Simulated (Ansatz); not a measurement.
Consider the redistribution: `C[N](C)[Mg][F]` + `F[Si]F` → `[F][Mg][F]` + `CN(C)[Si]F`.

Program: Ansatz. Geometries: PBE0-D4/def2-TZVP. ΔE: electronic, gas phase. CBS: MP2 limit from def2 TZ/QZ plus the TZ coupled-cluster correction, frozen cores. This one scheme is used for every species. Functionals use def2-TZVPP. For Mg outer-core shells are correlated without core-valence functions, which leaves a few kJ/mol of doubt a bond. Each species was taken in one conformer, which may not be the lowest.

`C[N](C)[Mg][F]`:

Cartesian coordinates in Å:
```
C -0.214 -0.826 1.015
N -0.172 0.125 -0.065
C 1.134 0.147 -0.672
Mg -1.625 1.199 -0.607
F -2.976 2.198 -1.112
H 0.515 -0.590 1.809
H 0.012 -1.852 0.678
H -1.201 -0.858 1.489
H 1.924 0.427 0.045
H 1.185 0.865 -1.498
H 1.419 -0.836 -1.084
```

`F[Si]F`:

```xyz
3

F     1.145   -0.345    0.453
Si   -0.150   -0.457   -0.483
F    -0.995    0.802    0.031
```

`[F][Mg][F]`:

Z-matrix (Å, degrees):
```
Mg
F 1 1.746
F 1 1.746 2 180.0
```

`CN(C)[Si]F`:

```xyz
11

C     0.099   -1.348    0.362
N    -0.271    0.044    0.234
C     0.518    0.770   -0.734
Si   -1.546    0.639    1.205
F    -1.578    2.188    0.714
H    -0.534   -1.839    1.108
H     1.143   -1.454    0.679
H    -0.021   -1.879   -0.589
H     1.581    0.747   -0.466
H     0.192    1.808   -0.782
H     0.417    0.324   -1.731
```

```
         species  PBE0-D4 energy (Eh)
`C[N](C)[Mg][F]`           -434.29804
        `F[Si]F`           -489.06140
    `[F][Mg][F]`           -399.68876
    `CN(C)[Si]F`           -523.69985
```

Problem. Work out ΔE.

Solution. ΔE = (-399.68876) + (-523.69985) − (-434.29804) − (-489.06140) = -0.02917 Eh = -18.3 kcal/mol. CCSD(T)/CBS gives -17.2 kcal/mol.

Problem. What do rigid-rotor, harmonic-oscillator terms from PBE0-D4/def2-TZVP frequencies (298.15 K, 1 bar) make of the CCSD(T)/CBS value? (Estimate.)

Solution. Computed: ΔZPE = +1.3 kcal/mol, ΔH = -16.1 kcal/mol, ΔS = -25 J/(mol·K), ΔG = -14.4 kcal/mol.

Largest T1 diagnostic among the species: 0.015.

At CCSD(T), def2-SVP lies −3.9 kcal/mol from the extrapolated value and def2-TZVPP +0.9 kcal/mol. Leaving LDA and LC-ωPBE aside and taking each functional with its dispersion term where it has one, the values, not all of them listed here, spread over 2.8 kcal/mol, from revPBE-D4 to ωB97M-V. LDA lies −0.8 kcal/mol from PBE without D4.
